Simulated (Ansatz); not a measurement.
`O=CC[S][GaH2]` at its PBE0-D4/def2-TZVP geometry, where that method's forces vanish. Total charge 0; spin multiplicity 1.

```xyz
10

O    -1.3128    0.0392    0.0325
C    -0.6702   -0.8931   -0.4159
C     0.8038   -0.9530   -0.4627
S     1.6695    0.4817    0.1923
Ga   -0.2213    1.6561    0.7876
H    -1.2224   -1.7576   -0.8163
H     1.0870   -1.8748    0.0661
H     1.0683   -1.1408   -1.5133
H    -0.6197    2.8208   -0.1833
H    -0.5823    1.6215    2.3130
```

(1) What forces (eV/Å) does PBE-D4/def2-TZVPP give on these atoms in Ansatz? (Estimate.)

## Answers

(1) The calculation gave: 
```
O1  -0.738  0.791  0.382
C2   0.483 -0.741 -0.355
C3  -0.057  0.110  0.051
S4   0.352  0.094  0.037
Ga5 -0.029  0.175  0.084
H6  -0.115 -0.211 -0.098
H7   0.077 -0.213  0.095
H8   0.073 -0.064 -0.225
H9  -0.024  0.065 -0.059
H10 -0.022 -0.006  0.088
```
